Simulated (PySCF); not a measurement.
**Broadened absorption spectrum of (HBe-mu-NH2)2**

Compound: (HBe-mu-NH2)2.
Z-matrix (Å and degrees, PBE0-D3(BJ)/def2-SVP geometry), rows numbered from 1:
```
Be
H   1  1.3556
N   1  1.7145  2  133.51
Be  3  1.7148  1   83.89  2   150.60
H   4  1.3556  3  133.52  1  -150.54
N   4  1.7143  3   92.21  1    20.90
H   3  1.0192  1  121.67  2    26.95
H   3  1.0246  1  111.93  2   -98.23
H   6  1.0192  1  121.73  2   -26.80
H   6  1.0247  1  111.79  2    98.28
```

Computed with TDDFT B3LYP/def2-SVPD, vertical, gas phase, core orbitals frozen in the response in PySCF 2.14.0, density-fitted response routines.

Computed states:

| state | E (eV) | f |
| --- | --- | --- |
| S1 | 5.40 | 0.0001 |
| S2 | 6.02 | 0.064 |
| S3 | 6.14 | 0.0000 |
| S4 | 6.24 | 0.123 |
| S5 | 6.52 | 0.0008 |
| S6 | 6.77 | 0.0079 |
| S7 | 6.95 | 0.099 |
| S8 | 7.04 | 0.0000 |
| S9 | 7.15 | 0.0004 |
| S10 | 7.27 | 0.038 |

Broadening: Gaussians 0.5 eV wide at half height, area fixed by f = 4.319×10⁻⁹ ∫ε dν̃. The cross-section is σ = 3.8235×10⁻²¹ ε cm², given in Mb (10⁻¹⁸ cm²). The width is an assumption, not a result. The curve ends short of the highest state used, and states not computed would add to its high-energy end.

Problem. Give the broadened spectrum and its maxima.

Solution. 
```json
{"λ (nm)": "186.0", "σ (Mb)": "13.40"}
{"λ (nm)": "188.8", "σ (Mb)": "13.18"}
{"λ (nm)": "191.6", "σ (Mb)": "17.42"}
{"λ (nm)": "194.4", "σ (Mb)": "24.32"}
{"λ (nm)": "197.1", "σ (Mb)": "30.59"}
{"λ (nm)": "199.9", "σ (Mb)": "34.08"}
{"λ (nm)": "202.7", "σ (Mb)": "33.38"}
{"λ (nm)": "205.5", "σ (Mb)": "29.10"}
{"λ (nm)": "208.3", "σ (Mb)": "22.85"}
{"λ (nm)": "211.1", "σ (Mb)": "16.28"}
{"λ (nm)": "213.9", "σ (Mb)": "10.59"}
{"λ (nm)": "216.7", "σ (Mb)": "6.31"}
{"λ (nm)": "219.5", "σ (Mb)": "3.46"}
{"λ (nm)": "222.2", "σ (Mb)": "1.80"}
{"λ (nm)": "225.0", "σ (Mb)": "0.85"}
{"λ (nm)": "227.8", "σ (Mb)": "0.38"}
{"λ (nm)": "230.6", "σ (Mb)": "0.17"}
{"λ (nm)": "233.4", "σ (Mb)": "0.08"}
{"λ (nm)": "236.2", "σ (Mb)": "0.04"}
{"λ (nm)": "239.0", "σ (Mb)": "0.02"}
{"λ (nm)": "241.8", "σ (Mb)": "0.01"}
{"λ (nm)": "244.5", "σ (Mb)": "0.01"}
{"λ (nm)": "247.3", "σ (Mb)": "0.00"}
{"λ (nm)": "250.1", "σ (Mb)": "0.00"}
{"λ (nm)": "252.9", "σ (Mb)": "0.00"}
{"λ (nm)": "255.7", "σ (Mb)": "0.00"}
{"λ (nm)": "258.5", "σ (Mb)": "0.00"}
{"λ (nm)": "261.3", "σ (Mb)": "0.00"}
{"λ (nm)": "264.1", "σ (Mb)": "0.00"}
{"λ (nm)": "266.9", "σ (Mb)": "0.00"}
```

Maxima: 201 nm (6.17 eV), ε about 9000, made up of S2 (29%) and S4 (71%) (ε in L mol⁻¹ cm⁻¹; maxima over ε = 5, shares over 10%). At its high-energy end, 6.67 eV, the curve is still rising (ε about 3500, from S4, S6 and S7).

Problem. Coming from long wavelengths, where does ε first pass 100 L mol⁻¹ cm⁻¹?

Solution. At about 228 nm (5.44 eV), 0.05 eV above S1.

Problem. On this curve, what absorbance would a 10⁻⁴ mol/L sample give at 248 nm over a 1 cm path?

Solution. 248 nm is 4.999 eV, where ε is about 1.1 L mol⁻¹ cm⁻¹, so A = ε c l ≈ 0.00011 (Beer–Lambert, with the gas-phase spectrum and the assumed width).

Problem. What would ε be at 6.17 eV, the highest of these maxima, with half the width (0.25 eV)?

Solution. About 13300 L mol⁻¹ cm⁻¹ against 8970, a factor of about 1.5; a lone state at its own centre would give exactly 2.

One conformer stands for the species.
